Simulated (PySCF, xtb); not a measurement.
C4H3S, SMILES [c]1ccsc1, multiplicity 2.

Harmonic wavenumbers (cm⁻¹) from GFN2-xTB (xtb) at its own minimum, in rising order: 377, 497, 566, 686, 714, 731, 734, 817, 837, 1042, 1064, 1119, 1298, 1428, 1553, 3142, 3153, 3193.

### Question
What does B3LYP-D3(BJ)/def2-SVP (PySCF) give at its own minimum? (Estimate from the structure and the level; the computed values follow.)

### Answer
445, 553, 605, 641, 736, 743, 796, 856, 888, 1058, 1080, 1170, 1351, 1453, 1531, 3221, 3243, 3258. Paired by order, the mean absolute difference is 45 cm⁻¹ and the zero-point energies are 32.8 and 33.8 kcal/mol.
